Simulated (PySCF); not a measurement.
Mg(Me)2 (C2H6Mg), SMILES [CH3][Mg][CH3]. Atoms are numbered in the order given.

```xyz
9

Mg     0.0000     0.0000     0.0000
C      0.0000     0.0000    -2.0987
H      0.8144     0.6074    -2.5116
H     -0.9333     0.4016    -2.5116
H      0.1189    -1.0090    -2.5116
C      0.0000     0.0000     2.0987
H      0.8144    -0.6074     2.5116
H     -0.9333    -0.4016     2.5116
H      0.1189     1.0090     2.5116
```
Charge 0, spin multiplicity 1.

Geometry optimised at TPSSh-D3(BJ)/def2-TZVP. The isomer is the one that the SMILES or the coordinates give; other isomers of the formula were not compared.

Two levels are set side by side: PBE/pcJ-1 (PySCF) and PBE0/pcJ-1 (PySCF). One-bond couplings, all four terms, same geometry. Isotopes: 13C, 1H, 25Mg. Differences are taken from unrounded values.

| quantity | PBE0 | PBE | PBE minus PBE0 |
|---|---|---|---|
| ¹J(C2,H3) (Hz) | 117.6 | 115.1 | -2.5 |
| ¹J(C2,H4) (Hz) | 117.6 | 115.1 | -2.5 |
| ¹J(C2,H5) (Hz) | 117.6 | 115.1 | -2.5 |
| ¹J(C6,H7) (Hz) | 117.6 | 115.1 | -2.5 |
| ¹J(C6,H8) (Hz) | 117.6 | 115.1 | -2.5 |
| ¹J(C6,H9) (Hz) | 117.6 | 115.1 | -2.5 |

Rough cost on one machine, each run with all the roots and properties that it gave: PBE0 against PBE about 2 times.
